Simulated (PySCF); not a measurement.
Zn(NH2)(SMe) (CH₅NSZn), SMILES [S]([Zn][NH2])C.

Geometry optimised at ωB97X-D3(BJ)/def2-SVP. The structure was generated by enumeration; whether it is a known compound was not checked. The values are those of a single conformer.

Calculation: ωB97X-D3(BJ)/def2-SVP run with PySCF 2.14.0.

Frequencies are harmonic and unscaled.

Computed harmonic wavenumbers and intensities:
```
mode  ν (cm⁻¹)  IR (km/mol)  Raman (Å⁴/amu)  depolarisation   moving atoms (share of kinetic energy)
----  --------  -----------  --------------  --------------  ---------------------------------------
1           93          4.8             2.6            0.64          N 38 %, C 25 %, H 19 %, Zn 16 %
2          107          2.8             0.0               –                  H 62 %, N 19 %, Zn 16 %
3          125         18.7             2.4            0.75                   H 77 %, N 11 %, Zn 9 %
4          144          0.0             1.6            0.75                  H 69 %, S 14 %, Zn 13 %
5          190         19.1             0.5            0.75  Zn 31 %, C 27 %, S 18 %, H 12 %, N 12 %
6          238        169.8             4.8            0.04                           H 82 %, N 16 %
7          399         16.8             7.1            0.20                   S 69 %, Zn 17 %, N 9 %
8          694         38.5             1.5            0.75                           H 85 %, N 14 %
9          707         73.4             7.7            0.31                  N 62 %, Zn 25 %, H 12 %
10         746          5.0            15.1            0.25                   C 58 %, S 31 %, H 11 %
11         968          4.0             4.9            0.75                           H 84 %, C 14 %
12         985          6.2             3.4            0.48                           H 82 %, C 16 %
13        1360         11.2             3.7            0.69                           H 86 %, C 14 %
14        1470          7.1            13.1            0.74                                   H 96 %
15        1473          7.9            18.8            0.75                                   H 95 %
16        1543         11.3             4.4            0.75                            H 91 %, N 9 %
17        3075         31.0           127.0            0.01                                   H 97 %
18        3178          9.7            59.6            0.75                           H 90 %, C 10 %
19        3184          3.6           105.4            0.68                           H 90 %, C 10 %
20        3611          8.4           176.0            0.13                                   H 96 %
21        3700         14.9           103.9            0.75                            H 92 %, N 8 %
```
